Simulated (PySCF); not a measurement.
CH5NO2Si2, SMILES N#CO[SiH2][SiH2]O. Geometry: PBE0-D3(BJ)/def2-SVP. This is a generated structure with no PubChem entry under its InChIKey; it may be hypothetical. Other conformers were not sampled.

**Question.** Give the equilibrium geometry at PBE0-D3(BJ)/def2-SVP (PySCF confirms it by a frequency run) as Cartesian coordinates in Å. (Estimate from the structure and the level; the computed values follow.)

**Answer.** Several could match; the one computed here: 
```xyz
11

N      2.4803     1.4092    -0.8679
C      1.8679     0.4474    -1.0966
O      1.1878    -0.6012    -1.3534
Si    -0.1155    -1.1613    -0.3463
Si    -0.9566     0.6611     0.8770
O     -2.2953    -0.0255     1.6023
H      0.4490    -2.2392     0.5138
H     -1.0843    -1.7423    -1.3121
H      0.0481     1.1469     1.8697
H     -1.3075     1.7831    -0.0460
H     -2.8049     0.5192     2.2098
```
Charge 0, spin multiplicity 1.
